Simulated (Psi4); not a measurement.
As (SMILES [As-]), charge -1, triplet (a gas-phase anion, which may not be bound at this level). Base run: B3LYP/def2-SVP (Psi4).

Input for Psi4:
```
memory 2 GB

molecule mol {
-1 3
  As    0.000000    0.000000    0.000000
}

set basis def2-svp
set reference uks

energy('b3lyp')
print_variables()
```

Each row names what was changed in the base input (with any setting that the change needs).

```tsv
change	ΔE vs base (µEh)	SCF cycles	grid points	basis functions	outcome
base	0.0	9	20084	32	converged
dft_radial_points = 50	-476	9	13590	32	converged
damping_percentage = 50	-	-	-	32	stopped with an error
guess = sadno	0.0	7	20084	32	converged
dft_basis_tolerance = 1e-8	0.0	9	19178	32	converged
dft_spherical_points = 110	-0.1	9	7370	32	converged
dft_spherical_points = 194	0.0	9	12992	32	converged
d_convergence = 1e-10	0.0	12	20084	32	converged
dft_radial_scheme = multiexp	795	9	22348	32	converged
e_convergence = 1e-10	0.0	10	20084	32	converged
basis_guess = sto-3g	0.0	7	20084	32	converged
scf_type = direct	117	13	20084	32	converged
guess = sapgau	0.0	6	20084	32	converged
```

Open shells are given as the SCF converged; they aren't shown to be the lowest states, and a large step between rows can be another state.

A gas-phase anion may not be bound at this level; its values then depend on the basis.

- damping_percentage = 50: ended with `Exception: ADIIS minimization failed. File a bug, and include your entire input and output files.`
